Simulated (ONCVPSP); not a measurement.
**LDA (Perdew-Zunger) ONCV dataset for Mo (Z = 42), scalar-relativistic all-electron reference.**

```
Element                 : Mo (Z = 42)
Generator               : ONCVPSP 4.0.1
Type                    : optimised norm-conserving Vanderbilt (ONCV)
Functional              : LDA (Perdew-Zunger)
Relativity              : scalar-relativistic
Frozen core             : [Kr]
Valence charge          : 6
Reference configuration : 4d5 (charge +1)
Partial waves           : s scattering state at 0.14 Ha: rc 2.70 bohr, ncon 3, nbas 7, qcut 2.3 1/bohr, 2 projectors, debl 2 Ha; p scattering state at 0.37 Ha: rc 2.35 bohr, ncon 3, nbas 7, qcut 3.2 1/bohr, 2 projectors, debl 3.4 Ha; 4d: rc 2.60 bohr, ncon 3, nbas 7, qcut 7.2 1/bohr, 1 projector
Local potential         : polynomial inside 1.90 bohr (lpopt 5, dvloc0 2 Ha)
Core correction         : Teter function, fcfact 2.5, rcfact 1.5
```

In the s channel the program set the typed energies aside and used 0.050, 2.050 Ha. In the p channel the program set the typed energies aside and used 0.050, 3.450 Ha.

All-electron outer shells of the reference configuration (LDA (Perdew-Zunger), scalar-relativistic, ld1.x):

| shell | level (eV) | outermost node (bohr) | outermost maximum (bohr) |
| --- | --- | --- | --- |
| 4d | -10.66 | 0.53 | 1.38 |

What the tests gave:

```
Cutoffs needed             : 15 Ha and 17 Ha (the cutoffs (Ha) at which the residual kinetic energy of the hardest occupied pseudo-wave falls to 1 and 0.1 mHa per electron)
Ghost test                 : no bound ghost flagged; GHOST(+) flagged for s at 50.0 eV, p at 106.9 eV
Largest excitation error   : -365 meV (all-electron minus pseudo) for 4d3, out of 4 test configurations
rms error of d²Exc/dni dnj : 16.42 mHa without and 7.14 mHa with the model core
```

Generation and tests took about 3.5 s on one core of a shared server CPU.
